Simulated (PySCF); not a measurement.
Bithiophene, C₈H₆S₂, SMILES c1(-c2cccs2)sccc1, singlet (GFN2-xTB optimised geometry):

```
16

C      2.367    -1.854     0.000
C      1.421    -2.829     0.000
S     -0.174    -2.188     0.000
C      0.444    -0.560     0.000
C     -0.444     0.560     0.000
C     -1.814     0.560     0.000
C     -2.367     1.854     0.000
C     -1.421     2.829     0.000
S      0.174     2.188     0.000
C      1.814    -0.560     0.000
H      3.424    -2.051     0.000
H      1.557    -3.892     0.000
H     -2.395    -0.346     0.000
H     -3.424     2.051     0.000
H     -1.557     3.892     0.000
H      2.395     0.346     0.000
```

Method: PBE0/def2-TZVP run with PySCF 2.14.0.

**Question.** What are the frontier orbital energies and the dipole moment?

**Answer.** HOMO-2 -7.48 eV, HOMO-1 -7.26 eV, HOMO -5.90 eV, LUMO -1.41 eV, LUMO+1 0.25 eV; dipole moment 0.00 D.

On the same geometry PBE/def2-TZVP in PySCF 2.14.0 gives HOMO-2 -6.41 eV, HOMO-1 -6.19 eV, HOMO -5.02 eV, LUMO -2.13 eV, LUMO+1 -0.68 eV; dipole moment 0.00 D.

Meta-Löwdin charges at PBE0/def2-TZVP: C1 -0.15, C2 -0.27, S3 0.28, C4 -0.12, C5 -0.12, C6 -0.16, C7 -0.15, C8 -0.27, S9 0.28, C10 -0.16, H11 0.14, H12 0.15, H13 0.13, H14 0.14, H15 0.15, H16 0.13.
